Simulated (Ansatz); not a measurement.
K2Te⁺. The state is a doublet with charge 1. Geometry PBE-D4/def2-TZVP, that of the neutral singlet; atoms count from 1.

```xyz
3

K     2.5118    0.8509    0.5500
K    -2.4578    0.0491   -1.1367
Te   -0.0539   -0.9000    0.5867
```

In the def2 sets Te takes a core potential; there is no spin–orbit coupling. The structure comes from a short search, and lower isomers may exist.

Problem. Estimate the Mulliken populations from the PBE0/def2-TZVP orbitals of Ansatz.

Solution. 
| atom | charge (e) | spin (α − β) |
| --- | --- | --- |
| K1 | 0.80 | 0.00 |
| K2 | 0.80 | 0.00 |
| Te3 | -0.60 | 1.00 |
Mulliken values and Mayer orders depend strongly on the basis.

Problem. Where does the spin sit?

Solution. Summed by element: K 0.00, Te 1.00, of 1 unpaired in all. Largest on single atoms: Te3 1.00, K1 0.00, K2 0.00.

Problem. And the Mayer bond orders between bonded heavy atoms (over 0.3)?

Solution. K1–Te3 0.38 (3.11 Å); K2–Te3 0.38 (3.11 Å).
